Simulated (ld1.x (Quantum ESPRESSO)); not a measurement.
Before and after: TM potential for F (Z = 9)

ld1.x (Quantum ESPRESSO) 7.5 input, shortened:

```
&input
   title='F', zed=9., rel=1, dft='WC', iswitch=3,
   config='[He] 2s2 2p4 3d-2'
 /
 &inputp
   pseudotype=2, tm=.true., lloc=-2, rcloc=0.55,
   nlcc=.true., new_core_ps=.true., rcore=0.55
 /
3
2S  1  0   2.00   0.00  0.65  0.65  0.0
2P  2  1   4.00   0.00  1.65  1.65  0.0
3D  3  2  -2.00   0.20  1.60  1.60  0.0
 &test
   configts(1)='2s2 2p4'
 /
```

All-electron outer shells of the reference configuration (Wu–Cohen, scalar-relativistic, ld1.x):

```
shell  level (eV)  outermost node (bohr)  outermost maximum (bohr)
   2s      -47.24                   0.24                      0.75
   2p      -28.30                      –                      0.68
```

Change: wave 2p (bound): rc 1.65 bohr becomes 2p (bound): rc 2.06 bohr.

Cutoffs: the cutoffs (Ry, on a coarse ladder) from which the occupation-weighted sum of valence levels, in a spherical-Bessel basis at the reference potential, stays within 10 and 1 mRy of its value at 400 Ry; they do not see the model core or the augmentation charge, which bear on the density cutoff. Errors are all-electron minus pseudo energies relative to the spin-unpolarised reference configuration.

**Question.** What does the change do?

**Answer.** The potential gets neither clearly harder nor softer (110 Ry and 260 Ry → 110 Ry and 260 Ry); the s channel sets the loose cutoff, while the largest relative change is in p, which becomes softer; of the 7 tests that both files solve, the error grows in 6 and shrinks in 0 by more than 15 % and 0.3 meV (median size 52.8 → 168.1 meV); neither file shows a bound ghost. More of the atom is replaced by a form fitted at one configuration, so other configurations suffer.

```tsv
quantity	base	changed
cutoff, loose	110 Ry	110 Ry
cutoff, tight	260 Ry	260 Ry
loose cutoff by channel (10 mRy a level)	s 90 Ry, p 50 Ry	s 90 Ry, p 35 Ry
bound ghosts	none	none
error for 2s2 2p5, meV [ΔE -19.37 eV]	+42	+126
error for 2s2 2p3, meV [ΔE 38.38 eV]	+158	+383
error for 2s2 2p2, meV [ΔE 99.01 eV]	+1009	+2238
error for 2s2 2p4.5, meV [ΔE -11.84 eV]	+16	+45
error for 2s2 2p5.3, meV [ΔE -22.04 eV]	+53	+168
error for 2s1 2p5, meV [ΔE 18.97 eV]	+21	-21
error for 2s2 2p1, meV [ΔE 184.80 eV]	+3314	+6815
```
